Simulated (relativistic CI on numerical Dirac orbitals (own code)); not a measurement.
Computed by Dirac-Coulomb-Breit CI, orbitals from a KLI potential per configuration, QED by a radiative potential, unscaled Slater integrals (own radial code, finite nucleus).

The strongest absorption lines from the ground level of an ion, among the configurations computed and to levels below about 2670 eV (vacuum wavelength in Å, gf): 4.9343 (0.13), 16.096 (1.4), 16.173 (0.37), 17.219 (0.37), 23.512 (0.016), 28.527 (0.4), 28.998 (1.1), 29.549 (0.59).

Task: Which ion is it?
A. Pt61+
B. Ra69+
C. Pt59+
D. Er49+

Result: C. Pt59+ has 19 electrons and the ground level 3s²3p⁶3d ²D3/2; the strongest line goes to 3s²3p⁵3d² ²D°3/2. The pattern of lines fixes the number of electrons, and along that sequence the line energies rise steadily with the charge (about as its square where n changes within one kind of shell, about linearly where n is kept but much faster in heavy ions where fine structure, which grows about as Z⁴, sets the gap, and irregularly where shells cross), which fixes Z. Configurations outside the model, such as inner-shell arrays, can give stronger lines. At this charge energies of transitions that change n are usually good to better than 1 %, and those within a shell (Δn = 0) to a few per cent.

LS names give the leading component of a level, which can be under half, so a name can repeat, a term be missing and a line seem to break the LS rules.
